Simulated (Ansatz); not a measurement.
Computed with Ansatz on PBE0-D4/def2-TZVP structures; ΔE is electronic, products minus reactants. CCSD(T)/CBS is the MP2 limit (def2-TZVPP, def2-QZVPP) plus CCSD(T) − MP2 in def2-TZVPP, frozen cores. This one scheme is used for every species. Functionals use def2-TZVPP. B3LYP here is the variant with VWN-RPA as its local correlation; programs differ in this. Each species was taken in one conformer, which may not be the lowest.

Reaction (ligand exchange at the Si–O bond): `BO[SiH2]F` + `BN[SiH3]` → `BN([SiH3])[SiH2]F` + `BO`

`BO[SiH2]F`:

```xyz
8

B     1.019   -0.807   -0.874
O     0.414    0.342   -0.498
Si   -0.712    0.675    0.649
F    -2.088    0.967   -0.090
H     1.794   -0.762   -1.785
H     0.774   -1.830   -0.291
H    -0.904   -0.490    1.539
H    -0.297    1.904    1.351
```

`BN[SiH3]`:

Cartesian coordinates in Å:
```
B -1.231 0.876 0.383
N -0.580 -0.303 0.005
Si 1.130 -0.504 -0.278
H -0.585 1.872 0.537
H -2.418 0.870 0.544
H -1.160 -1.122 -0.115
H 1.692 -1.528 0.643
H 1.779 0.806 -0.049
H 1.374 -0.966 -1.670
```

`BN([SiH3])[SiH2]F`:

Z-matrix (Å, degrees):
```
Si
N 1 1.761
H 1 1.483 2 110.0
H 1 1.485 2 107.6 3 -119.5
H 1 1.482 2 110.1 3 121.0
Si 2 1.732 1 121.8 3 118.9
B 2 1.414 1 117.3 3 -62.2
F 6 1.598 2 109.5 1 72.0
H 6 1.476 2 109.3 1 -169.4
H 6 1.480 2 109.9 1 -44.6
H 7 1.197 2 120.3 1 -179.0
H 7 1.201 2 119.1 1 1.3
```

`BO`:

```xyz
5

B     0.217    0.328    0.151
O     0.010   -0.779   -0.590
H     1.293    0.843    0.061
H    -0.651    0.761    0.861
H    -0.868   -1.153   -0.483
```

```csv
level,ΔE (kcal/mol),difference from CCSD(T)/CBS
PBE-D4,8.7,-1.3
r2SCAN-D4,10.4,0.4
ωB97M-V,10.0,0.0
B2PLYP,11.6,1.6
PBE,9.9,-0.1
r2SCAN,10.7,0.7
PBE0,10.3,0.3
B3LYP,12.5,2.5
HF/def2-TZVPP,14.5,4.5
SCS-MP2/def2-TZVPP,10.6,0.6
CCSD/def2-TZVPP,10.6,0.6
CCSD(T)/def2-TZVPP,9.9,-0.1
MP2/def2-QZVPP,9.8,-0.2
HF/CBS(def2),14.7,4.7
MP2/CBS(def2),9.8,-0.2
CCSD/CBS(def2),10.7,0.7
CCSD(T)/CBS,10.0,0
```

Largest T1 diagnostic among the species: 0.014.

The D4 term adds −1.9 kcal/mol with B3LYP and −1.1 kcal/mol with PBE0; it sums over pairs of atoms, weighted by their polarisabilities, and B3LYP, whose exchange is more repulsive, gets the larger term. In def2-TZVPP, CCSD(T) changes the Hartree–Fock value by −4.5 kcal/mol (the triples alone add −0.7 kcal/mol) and MP2 by −4.8 kcal/mol.
